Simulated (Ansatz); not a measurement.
Ansatz (an electronic-structure program) input (PBE/6-31G* with LANL2DZ past Ar): The .json file joins the Basis Set Exchange's 6-31G* for atoms up to Ar and LANL2DZ past it.

Ansatz 0.2 input:
```yaml
crystal:
  periodic: [false, false, false]
  atoms:
    - {symbol: F, position_ang: [-1.09387531, -1.24703347, 0.00576626]}
    - {symbol: Ge, position_ang: [-0.00000000, -0.00000000, 0.00000000]}
    - {symbol: F, position_ang: [1.62656133, -0.32365871, -0.03510244]}
    - {symbol: F, position_ang: [-0.53268602, 1.57069217, 0.02933618]}
basis:
  gaussian:
    orbitals: 6-31Gs+LANL2DZ.json
hamiltonian:
  xc: {name: PBE}
total_charge: 1
relax: {f_tol: 0.003, max_steps: 120}
```

From the last part of the output:

```
WARN ansatz: RAYON_NUM_THREADS=1 ignored (pool sized by the plan → 1); use --threads N
Functional definition: PBE
integrals: 0.01 GiB planned
514 factors; their error is unknown
mean field: 0.09 GiB planned
mean field evaluation 1: about -8221.2768 eV, gradient 1.0e2 eV
mean field evaluation 2: about -8163.4905 eV, gradient 2.1e2 eV
mean field evaluation 4: about -8237.3657 eV, gradient 3.8e0 eV
mean field evaluation 8: about -8237.3722 eV, gradient 4.4e-2 eV
mean field -8237.37218631 eV, -302.7178443555 hartree, gradient 6.8e-6 eV, S^2 0.000000; 0 other end points of the search recorded, 0 dependent functions left out
the calculation of the forces begins
reference -8237.37221686 eV, -302.7178454780 hartree; 15, 15 occupied and 38, 38 virtual orbitals, 514 factors
relax step   1: F+E_penalty+E_count = -8237.37218631 eV  Δ(F+E_penalty+E_count) = +0.000e0 eV  max|allowed force component| = 2.490e-1 eV/Å  Δτ_max = 0.0000 Å  (24 SCF iters, accepted)
these checks for a lower state are left out or cut short: starts, cluster_reference, orbital_swaps, neighbouring_geometries, increment
integrals: 0.01 GiB planned
514 factors; their error is unknown
mean field: 0.09 GiB planned
mean field evaluation 16: about -8237.3957 eV, gradient 6.9e-1 eV
mean field -8237.37425525 eV, -302.7179203875 hartree, gradient 9.2e-6 eV, S^2 0.000000; 0 other end points of the search recorded, 0 dependent functions left out
the calculation of the forces begins
reference -8237.37428579 eV, -302.7179215100 hartree; 15, 15 occupied and 38, 38 virtual orbitals, 514 factors
relax step   2: F+E_penalty+E_count = -8237.37425525 eV  Δ(F+E_penalty+E_count) = -2.069e-3 eV  max|allowed force component| = 1.307e-1 eV/Å  Δτ_max = 0.0036 Å  (26 SCF iters, accepted)
these checks for a lower state are left out or cut short: starts, cluster_reference, orbital_swaps, neighbouring_geometries, increment
integrals: 0.01 GiB planned
514 factors; their error is unknown
mean field: 0.09 GiB planned
mean field -8237.37502686 eV, -302.7179487439 hartree, gradient 9.1e-6 eV, S^2 0.000000; 0 other end points of the search recorded, 0 dependent functions left out
the calculation of the forces begins
reference -8237.37505741 eV, -302.7179498663 hartree; 15, 15 occupied and 38, 38 virtual orbitals, 514 factors
relax step   3: F+E_penalty+E_count = -8237.37502686 eV  Δ(F+E_penalty+E_count) = -7.716e-4 eV  max|allowed force component| = 2.115e-3 eV/Å  Δτ_max = 0.0039 Å  (26 SCF iters, accepted)
integrals: 0.01 GiB planned
514 factors; their error is unknown
mean field: 0.09 GiB planned
mean field evaluation 32: about -8237.3970 eV, gradient 3.7e-2 eV
mean field -8237.37502686 eV, -302.7179487439 hartree, gradient 9.0e-6 eV, S^2 0.000000; 1 other end points of the search recorded, 0 dependent functions left out
the calculation of the forces begins
reference -8237.37505741 eV, -302.7179498663 hartree; 15, 15 occupied and 38, 38 virtual orbitals, 514 factors
Total energy: -8237.37505741 eV, -302.7179498663 hartree
Atom 0 at    -1.088955    -1.241424     0.005740 Å, force    -0.001433    -0.001634     0.000008 eV/Å
Atom 1 at    -0.000003    -0.000004     0.000000 Å, force     0.000011     0.000013    -0.000000 eV/Å
Atom 2 at     1.619247    -0.322202    -0.034945 Å, force     0.002115    -0.000421    -0.000046 eV/Å
Atom 3 at    -0.530289     1.563629     0.029204 Å, force    -0.000693     0.002042     0.000038 eV/Å
Dipole moment:    -0.000006    -0.000007     0.000000 e Å
```

The dipole moment of an ion depends on the origin.
